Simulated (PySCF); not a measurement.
C₇H₁₁F.
Atom-mapped SMILES: `[CH3:1][CH:2]([CH3:3])[C@@H:4]1[CH2:5][CH:6]=[C:7]1[F:8]` (hydrogens: H9, H10, H11 on C1; H12 on C2; H13, H14, H15 on C3; H16 on C4; H17, H18 on C5; H19 on C6)

Jobs on this species (19 atoms, 62 electrons) with PySCF (density fitting). Hardware of each: one thread of an Arm Neoverse V1, on a shared host. The host was shared with other jobs, so the times are rough. Peak memory is the resident size of the whole Python process, interpreter and libraries included.

Question: Rank these jobs by wall time, shortest first.
A. B97-D/pcSseg-1, IEF-PCM methanol, grid level 3, energy threshold 1e-11 Eh; shieldings, ring-centre shieldings, charges and field gradients; 191 basis functions
B. HSE06/pcSseg-1; spin–spin couplings from 19 perturbed nuclei, spin–dipole term for 1 of them; 191 basis functions
C. HF/cc-pVDZ; 3 singlets by CIS, polarisability, density and orbital grids written; 167 basis functions

Answer: C (13 s), A (39 s), B (75 s).

All jobs:

```tsv
level and settings	work	basis functions	SCF cycles	wall time	peak memory
B3LYP/6-31G, grid level 1, fitting basis def2-universal-jkfit	shieldings, ring-centre shieldings, charges and field gradients	94	10	8.2 s	0.50 GiB
HF/cc-pVDZ	3 singlets by CIS, polarisability, density and orbital grids written	167	11	13 s	0.74 GiB
B97-D/pcSseg-1, IEF-PCM methanol, grid level 3, energy threshold 1e-11 Eh	shieldings, ring-centre shieldings, charges and field gradients	191	13	39 s	0.83 GiB
HSE06/pcSseg-1	spin–spin couplings from 19 perturbed nuclei, spin–dipole term for 1 of them	191	14	75 s	1.0 GiB
PBE0/IGLO-II, start guess vsap, damping 0.3 at the start, DIIS from the seventh cycle	spin–spin couplings from 19 perturbed nuclei, spin–dipole term for 1 of them	242	24	86 s	1.0 GiB
```

Question: What do all jobs in the table cost together?

Answer: About 3.7 min; the longest takes about 39 % of that, and about 10 times as long as the shortest.

Note: B97-D ran without an empirical dispersion term, which enters the total energy and its gradient alone.
